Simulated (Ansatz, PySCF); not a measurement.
This singlet lies 0.99 eV below the relaxed triplet at the level frozen-core CCSD(T)/cc-pVTZ // B3LYP-D3(BJ)/def2-TZVP (Ansatz, a program for electronic structure).

## CH4Si, SMILES `[SiH]C` (lower singlet) (charge 0, multiplicity 1)

The numbers are results of PySCF 2.14.0 with PBE-D3(BJ)/def2-TZVP // B3LYP-D3(BJ)/def2-TZVP, not measurements.

HOMO: -5.26 eV
dipole moment: 0.242 e·Å
HOMO–LUMO gap: 1.84 eV
LUMO: -3.42 eV
total energy: -329.7496 Ha
cost: around 10 core-seconds (rough)

Bonded distances (Å): C1–Si2 1.901, C1–H3 1.097, C1–H4 1.090, C1–H5 1.097, Si2–H6 1.528. Angles (°): Si2–C1–H3 109.7, Si2–C1–H4 113.6, Si2–C1–H5 109.9, H3–C1–H4 108.8, H3–C1–H5 105.6, H4–C1–H5 108.9, C1–Si2–H6 94.4.
Charge 0, spin multiplicity 1.
